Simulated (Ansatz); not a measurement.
Gas-phase electronic energies from Ansatz, PBE0-D4/def2-TZVP geometries. CCSD(T)/CBS adds triple-zeta CCSD(T) − MP2 to the extrapolated MP2 energy (def2 sets, frozen cores). Functionals use def2-TZVPP. Each species was taken in one conformer, which may not be the lowest.

Reaction (ligand exchange at the Si–C bond): `NC(F)[SiH2]O` + `CN[SiH2]Cl` → `CN([SiH2]O)[SiH2]Cl` + `NCF`

`NC(F)[SiH2]O`:

```xyz
11

N     1.521   -0.390   -0.604
C     0.535    0.590   -0.435
F     1.021    1.759    0.232
Si   -0.922   -0.018    0.614
O    -1.771   -1.074   -0.319
H     2.289   -0.106   -1.196
H     1.867   -0.775    0.264
H     0.203    0.941   -1.416
H    -0.362   -0.674    1.831
H    -1.764    1.135    1.025
H    -2.616   -1.389    0.002
```

`CN[SiH2]Cl`:

```xyz
10

C    -0.528   -0.513   -1.205
N     0.314   -0.603   -0.028
Si    0.578    0.685    1.046
Cl   -1.076    1.229    2.175
H    -1.578   -0.756   -1.003
H    -0.165   -1.176   -1.994
H    -0.496    0.507   -1.597
H     0.403   -1.540    0.333
H     1.625    0.275    2.006
H     0.923    1.894    0.266
```

`CN([SiH2]O)[SiH2]Cl`:

Cartesian coordinates in Å:
```
C 1.280 -0.996 0.666
N 0.295 0.000 0.247
Si 0.431 0.637 -1.360
O -1.038 1.173 -1.855
Si -1.090 0.300 1.201
Cl -2.728 -0.819 0.579
H 1.252 -1.888 0.032
H 1.094 -1.310 1.695
H 2.295 -0.588 0.631
H 1.318 1.822 -1.434
H 0.980 -0.457 -2.209
H -1.760 0.541 -1.885
H -0.807 -0.123 2.591
H -1.521 1.708 1.102
```

`NCF`:

```xyz
7

N    -0.348   -0.762   -0.312
C     0.138    0.337    0.411
F     0.674    1.355   -0.398
H    -1.114   -0.520   -0.924
H     0.374   -1.234   -0.838
H    -0.669    0.799    0.984
H     0.944    0.025    1.077
```

```csv
level,ΔE (kcal/mol)
ωB97M-V,-21.4
MP2/def2-TZVPP,-23.7
MP2/def2-QZVPP,-23.5
HF/CBS(def2),-22.4
```

Problem. What does CCSD(T)/CBS give? (Estimate.)

Solution. Computed: -22.1 kcal/mol. The listed levels differ from it by 0.7, -1.6, -1.4, -0.3 kcal/mol.

Largest T1 diagnostic among the species: 0.012.

The D4 term adds −2.4 kcal/mol with B3LYP and −1.4 kcal/mol with PBE0; it sums over pairs of atoms, weighted by their polarisabilities, and B3LYP, whose exchange is more repulsive, gets the larger term. From PBE to PBE0 (25 % exact exchange), in def2-TZVPP and without D4, ΔE moves by −1.7 kcal/mol.

B3LYP here is the variant with VWN-RPA as its local correlation; programs differ in this.
